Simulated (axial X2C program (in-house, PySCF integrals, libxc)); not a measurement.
# NNdO⁻: the levels of the configuration f(δφ)2 f(π)0

Calculated with an in-house all-electron X2C program for linear molecules (integrals from PySCF): two-component X2C with atomic mean-field Coulomb and Gaunt terms, basis N dyall-v3z, Nd dyall-v3z, O dyall-v3z (cores contracted in-house). Orbitals come from Hartree–Fock averaged over the configuration Nd f(δφ)2 f(π)0; CI then distributes these electrons over the f(δφ), f(π) shells of Nd.

N–Nd–O held linear, bonds 1.755 and 1.720 Å (the second held) (near the minimum of the configuration average).

Lowest levels of this model:

| Ω | energy (cm⁻¹) | g∥ | configuration |
| --- | --- | --- | --- |
| 4 | 0 | 6.07 | 100% f(δφ)2 |
| 5 | 2270 | 10.02 | 100% f(δφ)2 |
| 6 | 4425 | 14.00 | 100% f(δφ)2 |
| 0 | 5277 | 0.00 | 100% f(δφ)2 |
| 1 | 6430 | 3.77 | 100% f(δφ)2 |
| 1 | 11964 | 2.16 | 100% f(δφ)2 |
| 0 | 11975 | 0.00 | 100% f(δφ)2 |
| 2 | 12630 | 5.96 | 100% f(δφ)2 |
| 0 | 13082 | 0.00 | 100% f(δφ)2 |
| 0 | 14910 | 0.00 | 100% f(δφ)2 |
| 1 | 18703 | 2.01 | 100% f(δφ)2 |
| 4 | 21423 | 8.03 | 100% f(δφ)2 |
| 6 | 26080 | 12.01 | 100% f(δφ)2 |
| 0 | 27399 | 0.00 | 100% f(δφ)2 |
| 5 | 27746 | 10.02 | 100% f(δφ)2 |
| 1 | 27845 | 3.98 | 100% f(δφ)2 |

g∥ is the magnitude of 2⟨Lz + ge Sz⟩ for the +Ω component.

(1) From Ω and g∥ of the lowest level, whose 2⟨Lz + ge Sz⟩ is positive, find ⟨Sz⟩ and ⟨Lz⟩ (ge = 2.0023).

Occupations of the active spinors in the lowest level by ω, shell by shell in order of energy: -7/2: 0.00; -5/2: 0.00 0.00; -3/2: 0.00 0.00; -1/2: 0.00; 1/2: 0.00; 3/2: 1.00 0.00; 5/2: 0.19 0.81; 7/2: 0.00. The leading determinant has weight 0.81 among 5.

This point took 6.9 s on 1 thread of Intel(R) Xeon(R) Platinum 8259CL CPU @ 2.50GHz (Skylake/Cascade Lake), with other jobs on the host.

Dynamic correlation is missing, so gaps between terms are too wide and other configurations may lie lower; the lowest level listed is that of this model, not necessarily the ground state. At most 6 roots were kept for each Ω > 0 (twice that for Ω = 0) within 3.5 eV of the lowest, so higher up levels can be missing between those listed; levels with Ω > 0 are doubly degenerate and listed once, Ω = 0 levels singly. Some active spinors are only partly of the character that their shell is named for, so the shell names and counts are nominal. States that fill the shells left empty in the average are placed too high. For an anion, levels above electron detachment are held by the basis set. The molecule was held linear; bending was not examined.

## Answers

(1) Ω = ⟨Lz⟩ + ⟨Sz⟩ = 4 and ⟨Lz⟩ + ge⟨Sz⟩ = 3.035, so ⟨Sz⟩ = -0.96 and ⟨Lz⟩ = 4.96.
